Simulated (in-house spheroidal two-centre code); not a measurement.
Computed with a spheroidal two-centre code. Model: one electron and two fixed point charges, non-relativistic, separated in prolate spheroidal coordinates (energies exact to about nine digits).

With r1 and r2 the distances to the charges and R their separation, ξ = (r1 + r2)/R and η = (r1 − r2)/R; m is the angular momentum about the axis. The force apart is −d(total energy)/dR, and minima and barriers are those of the total energy. The separation constant A is the eigenvalue of −d/dη(1−η²)d/dη + m²/(1−η²) − p²η² − R(Z2−Z1)η, with p² = −E R²/2 and E the electronic energy.

Command:
```bash
python run_two.py task.json out
```
Settings:
```
Z1                     1
Z2                     1
xi_nodes               0
eta_nodes              0
m                      3
```

Run time, properties included: 1.8 s on 1 thread of Intel(R) Xeon(R) Processor @ 2.30GHz, with other jobs on the host.

**Energy curve, total energy includes the repulsion of the charges.**

Given: first charge 1; second charge 1; united atom label 4f phi u; nodes in ξ 0; nodes in η 0.

Computed: united atom energy -0.125 hartree; innermost minimum distance 32.474 bohr; innermost minimum curvature 1.2745e-05 hartree/bohr²; innermost barrier distance 51.109 bohr; innermost barrier total energy -0.030922 hartree.

```json
{"distance (bohr)": "0.536", "electronic energy (hartree)": "-0.124858113", "total energy (hartree)": "1.74081353", "kinetic energy (hartree)": "0.12458", "force apart (hartree/bohr)": "3.4802"}
{"distance (bohr)": "0.962", "electronic energy (hartree)": "-0.124547282", "total energy (hartree)": "0.914953757", "kinetic energy (hartree)": "0.12365", "force apart (hartree/bohr)": "1.0796"}
{"distance (bohr)": "1.73", "electronic energy (hartree)": "-0.123578271", "total energy (hartree)": "0.454456411", "kinetic energy (hartree)": "0.12085", "force apart (hartree/bohr)": "0.33255"}
{"distance (bohr)": "3.1", "electronic energy (hartree)": "-0.120796434", "total energy (hartree)": "0.201784211", "kinetic energy (hartree)": "0.11331", "force apart (hartree/bohr)": "0.10164"}
{"distance (bohr)": "5.57", "electronic energy (hartree)": "-0.113889767", "total energy (hartree)": "0.0656434468", "kinetic energy (hartree)": "0.097059", "force apart (hartree/bohr)": "0.02921"}
{"distance (bohr)": "10", "electronic energy (hartree)": "-0.100672417", "total energy (hartree)": "-0.000672417009", "kinetic energy (hartree)": "0.072551", "force apart (hartree/bohr)": "0.0071878"}
{"distance (bohr)": "15", "electronic energy (hartree)": "-0.0880815452", "total energy (hartree)": "-0.0214148785", "kinetic energy (hartree)": "0.054693", "force apart (hartree/bohr)": "0.0022186"}
{"distance (bohr)": "20", "electronic energy (hartree)": "?", "total energy (hartree)": "?", "kinetic energy (hartree)": "?", "force apart (hartree/bohr)": "?"}
{"distance (bohr)": "25", "electronic energy (hartree)": "?", "total energy (hartree)": "?", "kinetic energy (hartree)": "?", "force apart (hartree/bohr)": "?"}
{"distance (bohr)": "30", "electronic energy (hartree)": "-0.064541595", "total energy (hartree)": "-0.0312082617", "kinetic energy (hartree)": "0.032515", "force apart (hartree/bohr)": "4.3558e-05"}
{"distance (bohr)": "35", "electronic energy (hartree)": "-0.059796005", "total energy (hartree)": "-0.0312245764", "kinetic energy (hartree)": "0.030435", "force apart (hartree/bohr)": "-2.2561e-05"}
{"distance (bohr)": "40", "electronic energy (hartree)": "-0.0560800432", "total energy (hartree)": "-0.0310800432", "kinetic energy (hartree)": "0.02991", "force apart (hartree/bohr)": "-2.9243e-05"}
{"distance (bohr)": "45", "electronic energy (hartree)": "-0.0531873512", "total energy (hartree)": "-0.0309651289", "kinetic energy (hartree)": "0.030265", "force apart (hartree/bohr)": "-1.5565e-05"}
{"distance (bohr)": "50", "electronic energy (hartree)": "-0.0509230948", "total energy (hartree)": "-0.0309230948", "kinetic energy (hartree)": "0.030816", "force apart (hartree/bohr)": "-2.1439e-06"}
{"distance (bohr)": "55", "electronic energy (hartree)": "-0.0491148039", "total energy (hartree)": "-0.0309329858", "kinetic energy (hartree)": "0.031213", "force apart (hartree/bohr)": "5.0875e-06"}
{"distance (bohr)": "60", "electronic energy (hartree)": "-0.0476326064", "total energy (hartree)": "-0.0309659398", "kinetic energy (hartree)": "0.031417", "force apart (hartree/bohr)": "7.5144e-06"}
{"distance (bohr)": "83", "electronic energy (hartree)": "-0.0431585255", "total energy (hartree)": "-0.0311103327", "kinetic energy (hartree)": "0.03146", "force apart (hartree/bohr)": "4.2155e-06"}
{"distance (bohr)": "115", "electronic energy (hartree)": "-0.0398860085", "total energy (hartree)": "-0.0311903564", "kinetic energy (hartree)": "0.031351", "force apart (hartree/bohr)": "1.3934e-06"}
{"distance (bohr)": "159", "electronic energy (hartree)": "-0.037514759", "total energy (hartree)": "-0.0312254508", "kinetic energy (hartree)": "0.031294", "force apart (hartree/bohr)": "4.3021e-07"}
{"distance (bohr)": "220", "electronic energy (hartree)": "-0.0357856345", "total energy (hartree)": "-0.0312401799", "kinetic energy (hartree)": "0.031268", "force apart (hartree/bohr)": "1.2733e-07"}
```

(1) What belongs in the row 20?

(2) What belongs in the row 25?

(3) What is the innermost barrier curvature?

(4) What is the innermost minimum total energy?

**Where the electron sits, z along the axis from the midpoint, the separation constant A tends to l(l+1) at zero distance; at short distance the term in R(Z2−Z1)η can raise or lower it, and at long distance it falls (p² = -ER²/2).**

| distance (bohr) | mean z squared (bohr²) | mean squared distance from axis (bohr²) | separation constant |
| --- | --- | --- | --- |
| 0.718 | 10.068 | 80.398 | 11.996 |
| 1.29 | 10.218 | 81.268 | 11.989 |
| 2.32 | 10.687 | 83.948 | 11.963 |
| 4.16 | 12.086 | 91.557 | 11.885 |
| 7.46 | 16.078 | 110.8 | 11.656 |
| 12.5 | 25.609 | 146.79 | 11.124 |
| 17.5 | 40.09 | 185.6 | 10.398 |
| 22.5 | ? | ? | ? |
| 27.5 | 95.439 | 260.16 | 8.2119 |
| 32.5 | 147 | 289.24 | 6.5695 |
| 37.5 | 224.05 | 308.15 | 4.3519 |
| 42.5 | ? | ? | ? |
| 47.5 | 458.54 | 317.09 | -2.525 |
| 52.5 | 601.64 | 315.73 | -7.3643 |
| 57.5 | 754.1 | 314.7 | -13.122 |
| 70.6 | 1197.4 | 315.01 | -32.27 |
| 97.7 | 2360.8 | 317.5 | -89.465 |
| 135 | 4547.8 | 318.91 | -206.09 |
| 187 | 8746.8 | 319.55 | -441.47 |

(5) What belongs in the row 22.5?

(6) What belongs in the row 42.5?

Results:

(1) electronic energy (hartree): -0.0782430939; total energy (hartree): -0.0282430939; kinetic energy (hartree): 0.043621; force apart (hartree/bohr): 0.00076889.

(2) electronic energy (hartree): -0.0705698029; total energy (hartree): -0.0305698029; kinetic energy (hartree): 0.036679; force apart (hartree/bohr): 0.00024438.

(3) -1.7854e-06 hartree/bohr².

(4) -0.031257 hartree.

(5) mean z squared (bohr²): 61.963; mean squared distance from axis (bohr²): 224.39; separation constant: 9.449.

(6) mean z squared (bohr²): 329.71; mean squared distance from axis (bohr²): 316.2; separation constant: 1.367.
